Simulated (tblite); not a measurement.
Task: What does the GFN2-xTB structure of `CCC#CC1=C[C@@H](Cl)CC1` look like in three dimensions?

Result: 
```
atom  x, y, z in Å
C1    -3.7314    0.6534   -1.0821
C2    -3.0383    1.1717    0.1788
C3    -1.6766    0.6907    0.2685
C4    -0.5512    0.2629    0.3011
C5     0.7701   -0.2052    0.3839
C6     1.3729   -1.0624   -0.4463
C7     2.7905   -1.2841   -0.0605
Cl8    3.8608   -0.3544   -1.2010
C9     2.8869   -0.7136    1.3562
C10    1.7013    0.2534    1.4771
H11   -4.7554    1.0180   -1.1231
H12   -3.2035    0.9912   -1.9711
H13   -3.7470   -0.4343   -1.0868
H14   -3.0264    2.2663    0.1750
H15   -3.5865    0.8437    1.0678
H16    0.9411   -1.5042   -1.3262
H17    3.1327   -2.3152   -0.1492
H18    2.7739   -1.5340    2.0672
H19    3.8446   -0.2311    1.5393
H20    1.2307    0.2178    2.4597
H21    2.0018    1.2862    1.2853
```

Orientation and origin are arbitrary. Atoms count from 1 in this order. The C–C distances run from 1.204 Å (C3≡C4, drawn triple) to 1.535 Å (C9–C10, drawn single), a spread of 0.331 Å. The 5-membered ring C5–C6–C7–C9–C10 has internal angles of 103.2° to 111.5° (sum 535°, against 540° for a flat polygon); it is puckered, 0.10 Å rms from its mean plane, widest ring torsion 21°.

Bonds between heavy atoms (Å): C1–C2 1.529, C2–C3 1.447, C3≡C4 1.204, C4–C5 1.404, C5=C6 1.337, C6–C7 1.486, C7–Cl8 1.820, C7–C9 1.530, C9–C10 1.535, C5–C10 1.508.

Structure optimised with GFN2-xTB, isolated species.

Point group: C1 (no symmetry element, even within 0.4 Å). Its GFN2-xTB frequencies are all real (lowest 18 cm⁻¹). One conformer, not necessarily the lowest (C5–C6–C7–Cl8 -104°, C6–C7–C9–C10 -21°, C7–C9–C10–C5 20°, C4–C5–C10–C9 168°). 3 starts were optimised and ended at 0.00, 0.12 and 0.13 kcal/mol (GFN2-xTB); the lowest of these is shown.

All values are computed, not measured.
